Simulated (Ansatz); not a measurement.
C3H9ClSi can be A, `CCC([SiH3])Cl`, or B, `CC(C)[SiH2]Cl`.

Gas-phase electronic energies from Ansatz, PBE0-D4/def2-TZVP geometries. CCSD(T)/CBS is the MP2 limit (def2-TZVPP, def2-QZVPP) plus CCSD(T) − MP2 in def2-TZVPP, frozen cores. DFT in def2-TZVPP. B3LYP here is the variant with VWN-RPA as its local correlation; programs differ in this. Each species was taken in one conformer, which may not be the lowest.

A:

Z-matrix (Å, degrees):
```
C
C 1 1.518
H 1 1.091 2 111.0
H 1 1.092 2 110.8 3 -120.1
H 1 1.093 2 111.0 3 120.0
C 2 1.518 1 114.2 3 -61.0
H 2 1.097 1 109.6 3 179.0
H 2 1.095 1 110.2 3 62.2
Cl 6 1.804 2 111.1 1 63.2
Si 6 1.889 2 114.0 1 -176.8
H 6 1.094 2 110.1 1 -52.7
H 10 1.490 6 108.9 2 59.2
H 10 1.484 6 108.9 2 -59.9
H 10 1.483 6 110.0 2 179.1
```

B:

```xyz
14

C     1.431   -0.449   -0.269
C    -0.011    0.001   -0.483
C    -1.002   -1.129   -0.214
Si   -0.415    1.529    0.520
Cl   -0.247    1.105    2.534
H     2.148    0.341   -0.507
H     1.598   -0.749    0.769
H     1.663   -1.312   -0.902
H    -0.126    0.327   -1.527
H    -0.945   -1.459    0.827
H    -2.033   -0.827   -0.411
H    -0.780   -1.994   -0.846
H     0.529    2.636    0.226
H    -1.810    1.980    0.284
```

(1) Which isomer does CCSD(T)/CBS put lower? Give the gap. (An estimate is asked.)

(2) Give E(B) − E(A) in kcal/mol with PBE0-D4, B3LYP, BLYP-D4, CCSD/def2-TZVPP, CCSD(T)/def2-TZVPP, B3LYP-D4, MP2/def2-TZVPP. (Estimate.)

(3) Does the order hold for the free energy at 298.15 K (harmonic terms from PBE0-D4)? (An estimate is asked.)

Largest T1 diagnostic: 0.010.

Answers

(1) The calculation gave: B, by 37.9 kcal/mol.

(2) The calculation gave: PBE0-D4 -37.9, B3LYP -37.2, BLYP-D4 -36.1, CCSD/def2-TZVPP -38.0, CCSD(T)/def2-TZVPP -37.5, B3LYP-D4 -37.4, MP2/def2-TZVPP -39.0. None reverses the order clearly.

(3) Ansatz gave: Yes: G(B) − G(A) = -36.2 kcal/mol, for one conformer each.

Leaving LDA and LC-ωPBE aside and taking each functional with its dispersion term where it has one, the values, not all of them listed here, spread over 3.1 kcal/mol, from B97M-V to BLYP-D4. From BLYP to BHLYP (50 % exact exchange), in def2-TZVPP and without D4, E(B) − E(A) moves by −2.5 kcal/mol.
